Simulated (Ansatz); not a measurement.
Input file for Ansatz (a quantum-chemistry and plane-wave program): R-PBE0/def2-TZVPPD on CH6F2Ge (a complex), monomers drawn apart or pushed together. Files ending in .json are basis or fitting sets from the Basis Set Exchange.

Ansatz 0.2 input:
```yaml
crystal:
  periodic: [false, false, false]
  atoms:
    - {symbol: Ge, position_ang: [-0.70010531, 0.53473121, 0.34687054]}
    - {symbol: H, position_ang: [-0.86038231, 0.61855786, -1.18009865]}
    - {symbol: H, position_ang: [-0.37538836, -0.91919667, 0.72698455]}
    - {symbol: H, position_ang: [-2.01310343, 0.95637223, 1.01988008]}
    - {symbol: H, position_ang: [0.44308819, 1.45176820, 0.79628322]}
    - {symbol: F, position_ang: [0.73325156, -0.64480383, 6.09768373]}
    - {symbol: C, position_ang: [1.62610687, -1.67284647, 6.17774014]}
    - {symbol: F, position_ang: [2.82715667, -1.23646234, 5.70944982]}
    - {symbol: H, position_ang: [1.27670337, -2.48722259, 5.54194910]}
    - {symbol: H, position_ang: [1.73848183, -1.95411030, 7.22586345]}
basis:
  gaussian:
    orbitals: def2-TZVPPD.json
hamiltonian:
  xc: {name: PBE0}
scf: {lower_state_search: off}
```

Program output:

```
WARN ansatz: RAYON_NUM_THREADS=1 ignored (pool sized by the plan → 1); use --threads N
Functional definition: PBE0
these checks for a lower state are left out or cut short: stability, starts, cluster_reference, orbital_swaps, neighbouring_geometries, increment
integrals: 0.18 GiB planned
1348 factors; their error is unknown
mean field: 1.52 GiB planned
mean field evaluation 1: about -63073.6892 eV, gradient 3.3e1 eV
mean field evaluation 2: about -63073.5562 eV, gradient 3.6e1 eV
mean field evaluation 4: about -63075.1101 eV, gradient 1.6e0 eV
mean field evaluation 8: about -63075.1127 eV, gradient 1.0e-1 eV
mean field evaluation 16: about -63075.3509 eV, gradient 1.0e-4 eV
mean field -63075.35091393 eV, -2317.9763920785 hartree, gradient 7.3e-6 eV, S^2 0.000000; 0 other end points of the search recorded, 0 dependent functions left out
reference -63075.35096480 eV, -2317.9763939479 hartree; 31, 31 occupied and 242, 242 virtual orbitals, 1348 factors
Total energy: -63075.35096480 eV, -2317.9763939479 hartree
Checks for a lower state left out: stability, starts, cluster_reference, orbital_swaps, neighbouring_geometries, increment
```

Self-consistency was reached.

Cost: about 7 core-seconds (a rough figure).
